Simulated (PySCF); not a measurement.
PySCF input for Ga(OMe)(PH2)2 (CH7GaOP2), SMILES C[O][Ga]([PH2])[PH2], PBE0/pcSseg-1. Geometry optimised at B3LYP-D3(BJ)/def2-SVP. One conformer was computed; it need not be the lowest.

```python
import numpy as np
from pyscf import gto, scf, dft
from pyscf.prop.nmr import rks as nmr

mol = gto.M(
    atom='''
    Ga    0.07854066   -0.01895208    0.10796305
    O    -0.73009267   -1.47935884   -0.55846117
    C    -1.70185173   -1.51846739   -1.56898840
    H    -1.90228504   -0.53011282   -2.02988901
    H    -1.38312337   -2.19910588   -2.38005565
    H    -2.66233810   -1.89985375   -1.17416209
    P     1.76596328   -0.54666015    1.62996919
    H     0.93828175   -1.48981175    2.31359272
    H     1.43469804    0.53669044    2.50263290
    P    -0.47567077    2.04793372   -0.85844882
    H    -0.28694765    2.74878658    0.37297749
    H    -1.87558210    1.84749307   -0.64313664
    ''',
    basis='pcSseg-1',
    charge=0,
    spin=0,
    max_memory=1600,
    verbose=3,
)
mf = dft.RKS(mol, xc='pbe0')
mf.grids.level = 3
mf.conv_tol = 1e-10
mf.max_cycle = 100
mf.kernel()
n = nmr.NMR(mf)
n.verbose = 2
n.max_cycle_cphf = 60
sigma = n.kernel()
print('atom   isotropic/ppm   span/ppm')
for i, s in enumerate(sigma):
    w = np.linalg.eigvalsh((s + s.T) / 2)
    print(f'{mol.atom_symbol(i):2s}{i + 1:3d} {w.mean():14.3f} {w[2] - w[0]:11.3f}')
```

It prints:

```
converged SCF energy = -2724.24956476215
atom   isotropic/ppm   span/ppm
Ga  1       1196.047     480.278
O   2        198.197     354.722
C   3        125.159      84.658
H   4         27.478      10.732
H   5         27.211      11.194
H   6         27.262      11.048
P   7        586.701     103.942
H   8         29.435      13.317
H   9         29.943      12.975
P  10        589.414      77.646
H  11         29.927      12.721
H  12         29.408      12.951
```

The calculation finished and met its thresholds.

Cost: roughly 60 core-seconds.
